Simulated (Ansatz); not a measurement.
Geometry optimisation, RKS BLYP-D4/def2-SVP in Ansatz 0.2.0.

input.yaml

```yaml
crystal:
  periodic: [false, false, false]
  atoms:
    - { symbol: B, position_ang: [-1.2175, 1.6594, 1.7365] }
    - { symbol: "N", position_ang: [-0.7188, 0.3178, 1.3803] }
    - { symbol: C, position_ang: [-0.149, 0.339, 0.0293] }
    - { symbol: C, position_ang: [0.5883, -1.0139, -0.2644] }
    - { symbol: C, position_ang: [1.1707, -1.0449, -1.657] }
    - { symbol: H, position_ang: [-0.8652, 2.2929, 2.6751] }
    - { symbol: H, position_ang: [-2.082, 2.1976, 1.0605] }
    - { symbol: H, position_ang: [-1.4951, -0.3137, 1.3609] }
    - { symbol: H, position_ang: [0.6853, 1.1317, 0.0337] }
    - { symbol: H, position_ang: [-0.8889, 0.5639, -0.7032] }
    - { symbol: H, position_ang: [1.273, -1.2567, 0.529] }
    - { symbol: H, position_ang: [-0.2485, -1.8062, -0.2086] }
    - { symbol: H, position_ang: [1.9253, -0.2479, -1.7074] }
    - { symbol: H, position_ang: [0.3879, -0.8175, -2.4095] }
    - { symbol: H, position_ang: [1.6126, -2.0523, -1.8259] }
basis:
  gaussian: { orbitals: def2-SVP }
hamiltonian:
  xc: blyp
  dispersion: d4
relax:
  f_tol: 0.02
  max_steps: 50
```

Command:

```bash
$ ansatz run input.yaml --threads 2 --pin off --max-ram 3072MiB --backend cpu --events-out ev --progress --plain --runs-dir out
```

Task: Where does it end, and by what steps?

Result: The forces met the threshold. After 22 steps the energy has fallen by 1.868 eV; H7 moved furthest, 1.91 Å.

```
step  energy less start (eV)  largest force component (eV/Å)  accepted
   0                  0.0000                           3.152       yes
   1                 -0.2688                           0.778       yes
   2                 -0.3144                           0.364       yes
   3                 -0.3633                           0.364       yes
   4                 -0.4915                           0.762       yes
   5                 -0.7476                           1.361       yes
   6                 -1.1035                           1.753       yes
   7                 -1.4246                           1.922       yes
   8                 -1.6746                           0.726       yes
   9                 -1.7657                           0.414       yes
  10                 -1.7866                           0.271       yes
  11                 -1.7933                           0.422       yes
  12                 -1.8037                           0.462       yes
  13                 -1.8346                           0.168       yes
  14                 -1.8500                           0.212       yes
  15                 -1.8554                           0.374       yes
  16                 -1.8620                           0.196       yes
  17                 -1.8658                           0.047       yes
  18                 -1.8637                           0.146        no
  19                 -1.8669                           0.044       yes
  20                 -1.8676                           0.027       yes
  21                 -1.8677                           0.030       yes
  22                 -1.8677                           0.016       yes
```

```xyz
15
Properties=species:S:1:pos:R:3
B -0.988 1.622 1.910
N -1.115 0.528 1.049
C -0.454 0.316 -0.241
C 0.547 -0.857 -0.225
C 1.215 -1.086 -1.591
H -1.597 1.616 2.960
H -0.275 2.551 1.583
H -1.708 -0.260 1.331
H 0.068 1.256 -0.512
H -1.217 0.133 -1.032
H 1.314 -0.656 0.553
H 0.017 -1.782 0.096
H 1.777 -0.187 -1.920
H 0.464 -1.313 -2.376
H 1.930 -1.933 -1.555
```

Time of the run: 37 s on 2 threads of Intel(R) Xeon(R) Platinum 8488C (Sapphire Rapids) (shared host), peak memory 0.17 GiB.
